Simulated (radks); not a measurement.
Values are calculated unless marked as measured or tabulated.
Effect of the nuclear size on the fluorine ion F+, [He] 2s2 2p4. Level of theory: Dirac Kohn-Sham, relativistic LDA (MacDonald-Vosko exchange, VWN5 correlation), spin-unpolarised, spherical densities, finite nucleus; open shells fill j = l - 1/2 first; Fermi nuclear charge, rms radius 2.8976 fm (a radial shooting solver on a logarithmic mesh with Libxc functionals). The rms radius is varied about that value; shifts are against it.

rms radius (fm)  total energy shift (eV)  density at nucleus (e/bohr^3)  1s1/2 shift (meV)
2.5093                         -0.000177                          460.8             -0.071
2.7933                        -0.0000500                          460.5             -0.020
2.8976                                 0                          460.4              0.000
3.1526                          0.000130                          460.2              0.052
3.2308                          0.000172                          460.1              0.069

Slopes of the eigenvalues against <r^2> in GHz/fm^2, as finite differences over the two radii next to the reference (eigenvalue slopes, not the field-shift constants of lines): 1s1/2 8.17.
